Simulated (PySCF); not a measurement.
HfCl2I2, SMILES [Hf]([I])([I])([Cl])[Cl], multiplicity 1. Coordinates come from a PBE-D3(BJ)/def2-SVP optimisation. The spin state was assumed, not searched. The structure was generated by enumeration; whether it is a known compound was not checked. The def2 effective core potentials stand for the cores of Hf, I; spin–orbit coupling is left out.

### Question
Give the equilibrium geometry at PBE-D3(BJ)/def2-SVP (PySCF confirms it by a frequency run) as a Z-matrix, and its point group. (Estimate from the structure and the level; the computed values follow.)

### Answer
point group C2v.
```
Hf
Cl 1 2.3348
Cl 1 2.3348 2 110.04
I 1 2.6976 2 109.40 3 -120.22
I 1 2.6976 2 109.40 3 120.22
```
Charge 0, spin multiplicity 1.
